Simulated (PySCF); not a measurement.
A GIAO shielding run with PySCF (density fitting, non-relativistic, gas phase) on SMILES C(C[C@H]1C(=O)CCO1)(F)(F)F, C₆H₇F₃O₂:

```
$ OMP_NUM_THREADS=1 python probes_run.py task.json out

{"job": {"kind": "nmr", "xc": "PBE0", "basis": "pcSseg-1"}, "charge": 0, "multiplicity": 1}
O     -0.942350     1.143748     1.998525
C     -1.037897     0.530645     0.975463
C     -2.255086     0.343201     0.104543
C     -1.783420    -0.686359    -0.923829
O     -0.376703    -0.540375    -1.006972
C      0.102198    -0.220273     0.276010
C      1.373767     0.623395     0.204805
C      2.593104    -0.206209    -0.151020
F      2.555518    -0.701047    -1.390025
F      2.759330    -1.249447     0.677237
F      3.717810     0.524463    -0.066289
H     -3.119458     0.026985     0.684271
H     -2.487105     1.303736    -0.359868
H     -2.034454    -1.703752    -0.592039
H     -2.181486    -0.527747    -1.925351
H      0.296522    -1.137011     0.863051
H      1.260986     1.395479    -0.558386
H      1.549963     1.086887     1.178218
```

Hardware: 1 thread of an Arm Neoverse N1, shared host. The job also computes population analyses, field gradients, ring-centre shieldings.

Question: How large is the calculation?

Answer: 86 electrons, 222 basis functions and 1149 auxiliary functions.

Question: How long does it take, and how much memory does it need?

Answer: 91 s of wall time, with 14 SCF cycles and 5 response iterations; peak memory 0.99 GiB. Times on a shared host scatter by some tens of per cent.
